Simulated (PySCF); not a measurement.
System: C3H8FGe, charge 0, multiplicity 2. It need not be the lowest isomer of its formula. SMILES: [CH2][Ge]([CH3])([CH3])[F]
Structure (B3LYP-D3(BJ)/def2-TZVP (Ansatz) minimum search):
```xyz
13

C      0.9240     1.5771    -0.7110
Ge     0.0111     0.0217    -0.0286
C     -1.9137     0.0905    -0.3420
C      0.8728    -1.6449    -0.5654
F      0.1862     0.0728     1.7347
H      0.4204     2.5258    -0.8546
H      1.9843     1.5723    -0.9345
H     -2.3216     1.0195     0.0554
H     -2.1281     0.0403    -1.4101
H     -2.4011    -0.7475     0.1554
H      1.9260    -1.6247    -0.2867
H      0.3942    -2.4873    -0.0670
H      0.7969    -1.7832    -1.6445
```
Charge 0, spin multiplicity 2.

Dispersion corrections to the total energy (kcal/mol) from the dftd3 and dftd4 libraries through PySCF: D3(BJ) without and D4 with the three-body term, each with the damping fitted for the functional named.

| functional | D3(BJ) | D4 |
|---|---|---|
| r2SCAN | ___ | -1.48 |
| BHLYP | -8.34 | -7.14 |
| B3LYP | -10.30 | -9.23 |
| BLYP | -12.48 | ___ |
| PBE | ___ | -5.77 |
| PBE0 | -5.17 | -4.91 |
| PW6B95 | -3.22 | -4.97 |

Task: Complete the blanks.

Result: 
- r2SCAN, D3(BJ): -1.71
- BLYP, D4: -12.45
- PBE, D3(BJ): -5.82
